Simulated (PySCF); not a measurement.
Spectrum to structure. Method used: TDDFT CAM-B3LYP/def2-SVPD, vertical, gas phase, core orbitals frozen in the response in PySCF 2.14.0, density-fitted response routines. Geometries: PBE0-D3(BJ)/def2-SVP, one conformer each.

```csv
state,λ (nm),f
S1,221.2,0.0096
S2,193.3,0.022
S3,191.2,0.011
S4,186.4,0.017
S5,182.6,0.041
S6,177.0,0.0033
```

Problem. Which candidate is it? All have the formula C4H11NSi.
A. `CCC/C=N/[SiH3]`
B. `C[C@H]1CN[SiH2]C1`
C. `[SiH3]N1CCCC1`

Solution. C. Its S1 lies at 5.60 eV; the nearest of the others has S1 at 5.90 eV. S1 is HOMO→LUMO (84%), HOMO→LUMO+2 (10%). Löwdin shares by element: HOMO nitrogen 52%, carbon 18% or more, silicon 7% (atoms not listed hold the other 23%); LUMO silicon 24%, carbon 24% or more (atoms not listed hold the other 52%). At the same level the other candidates give, for their lowest levels:
- `C[C@H]1CN[SiH2]C1`: 210 nm (f 0.004); 198 nm (f 0.009); 174 nm (f 0.001); 171 nm (f 0.006); 166 nm (f 0.005); T1 5.60 eV; HOMO -7.90, LUMO 1.30 eV
- `CCC/C=N/[SiH3]`: 283 nm (f 0.000); 188 nm (f 0.020); 167 nm (f 0.060); 166 nm (f 0.243); 165 nm (f 0.147); T1 3.80 eV; HOMO -8.43, LUMO 0.49 eV
Triplets come from the Tamm–Dancoff approximation.
